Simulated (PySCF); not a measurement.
CaCl (SMILES [Cl][Ca+]), charge +1, singlet, geometry from GFN2-xTB (such geometries of metal compounds can be far from the true shape). Base run: TPSS/STO-3G (PySCF).

Here is a job for PySCF.
```python
from pyscf import gto, scf, dft

mol = gto.M(
    atom='''
Ca   -0.000000   -0.000000   -1.062485
Cl    0.000000    0.000000    1.249982
''',
    basis='sto-3g',
    charge=1,
    spin=0,
    verbose=3,
)

mf = dft.RKS(mol)
mf.xc = 'tpss'
mf.kernel()
mf.analyze()
```

The base run was repeated with changes; each row names its change, and settings that it needs were set with it.

```
change                             ΔE vs base (mEh)  fitting functions                outcome
---------------------------------  ----------------  -----------------  ---------------------
base                                          0.000                  -              converged
auxbasis = def2-universal-jkfit              -1.837                288              converged
auxbasis = def2-svp-ri                     -17068.1                138              converged
auxbasis = cc-pvqz-jkfit                          -                  -  stopped with an error
auxbasis = def2-universal-jfit              -15.333                107              converged
auxbasis = even-tempered beta=2.0            -0.174                182              converged
auxbasis = cc-pvtz-jkfit                          -                  -  stopped with an error
auxbasis = cc-pvdz-jkfit                          -                  -  stopped with an error
auxbasis = autoaux                           -0.100                232              converged
auxbasis = even-tempered beta=1.6            -0.062                263              converged
```

A fitting set is made for a task (jfit for Coulomb, jkfit for Coulomb and exchange, ri for correlation) and for a family of orbital bases.

- auxbasis = cc-pvqz-jkfit: ended with `pyscf.lib.exceptions.BasisNotFoundError: Basis set not found for Ca in cc-pvqz-jkfit`
- auxbasis = cc-pvtz-jkfit: ended with `pyscf.lib.exceptions.BasisNotFoundError: Basis set not found for Ca in cc-pvtz-jkfit`
- auxbasis = cc-pvdz-jkfit: ended with `pyscf.lib.exceptions.BasisNotFoundError: Basis set not found for Ca in cc-pvdz-jkfit`
